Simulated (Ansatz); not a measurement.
**What each rung costs, and what it gives**

The pair of H3O⁺ (SMILES [OH3+], atoms 1–4) and CH3I (SMILES CI, atoms 5–9), both closed shells, in one local arrangement (a lower one may exist), relaxed at PBE0-D4/def2-TZVP:

O1  (0.059, -0.304, -2.152)
H2  (0.803, -0.002, -2.700)
H3  (-0.750, -0.384, -2.686)
H4  (-0.083, 0.306, -1.258)
C5  (0.039, -0.103, 1.915)
I6  (-0.345, 1.437, 0.478)
H7  (1.047, -0.465, 1.743)
H8  (-0.053, 0.386, 2.881)
H9  (-0.716, -0.870, 1.779)
(Å)

Interaction energies are counterpoise-corrected; the time is that of the whole pair.

Program: Ansatz 0.2.0. Basis: as named in each row. Cores are frozen in the correlated methods. Filled d shells of the heavier atoms are correlated. Core potentials replace the inner electrons of the atoms past krypton. The def2 sets are not built for correlating such inner shells, so the correlated values are less sure here. B3LYP uses VWN-RPA correlation. Extrapolation: Hartree–Fock as exp(−7.88 √X), correlation as X^−2.97.

Times are rough, for one single point on 4 threads of a shared host (Arm Neoverse V1).

The estimate by CCSD(T) at an estimated basis limit (MP2 extrapolated from triple and quadruple zeta, plus CCSD(T) − MP2 in triple zeta) is -118.1 kJ/mol.

```tsv
method	basis	time (s)	interaction energy (kJ/mol)	method less estimate
SPW92	def2-SVP	under 1	-141.9	-23.8
PBE-D4	def2-SVP	under 1	-131.4	-13.3
PBE0-D4	def2-SVP	under 1	-123.4	-5.4
PBE-D4	def2-TZVPPD	2	-138.8	-20.7
revPBE-D4	def2-TZVPPD	2	-135.4	-17.3
BLYP-D4	def2-TZVPPD	2	-133.3	-15.2
PBE0-D4	def2-TZVPPD	2	-132.1	-14.0
HSE06-D4	def2-TZVPPD	2	-132.3	-14.2
B3LYP-D4	def2-TZVPPD	2	-129.1	-11.1
CCSD(T)	def2-SVP	2	-96.1	22.0
r2SCAN-D4	def2-TZVPPD	3	-132.8	-14.7
wB97M-V	def2-SVP	3	-113.4	4.7
B2PLYP	def2-TZVPPD	5	-119.9	-1.8
wB97X-V	def2-TZVPPD	6	-121.6	-3.5
B97M-V	def2-TZVPPD	8	-126.5	-8.4
wB97M-V	def2-TZVPPD	8	-119.6	-1.5
MP2	def2-QZVPPD	13	-118.5	-0.4
CCSD(T)	def2-TZVPPD	130	-113.4	4.7
```

T1 diagnostic: at most 0.009.
